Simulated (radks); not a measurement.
The numbers below are computed, except where a source is named.
Species: Pt25+. Configuration: [Kr] 4d10 4f7. Level of theory: scalar-relativistic Kohn-Sham, r2SCAN, spin-polarised, spherical densities, finite nucleus; open shells are filled with parallel spins first (spin-orbit coupling, left out, can overturn this in heavy ions); meta-GGA in the generalised Kohn-Sham scheme; Fermi nuclear charge, rms radius 5.427 fm (a radial shooting solver on a logarithmic mesh with Libxc functionals).

Normalised radial functions P(r) = r R(r), r in bohr:

r,4f down
0.002365,0.0000
0.003055,0.0000
0.003977,0.0000
0.005179,0.0000
0.00669,0.0000
0.008711,0.0001
0.01125,0.0002
0.01465,0.0006
0.01893,0.0015
0.02465,0.0039
0.03209,0.0096
0.04146,0.0222
0.05398,0.0508
0.06973,0.1078
0.0908,0.2194
0.1173,0.4049
0.1527,0.6920
0.1989,1.0530
0.2569,1.3909
0.3345,1.5890
0.4321,1.5164
0.5626,1.1622
0.7268,0.6914
0.9464,0.2856
1.232,0.0735
1.592,0.0108
2.073,0.0007

4f down (empty): eigenvalue -769.44 eV, 0 radial nodes, <r> = 0.432 bohr, 90 % of the charge inside 0.660 bohr.
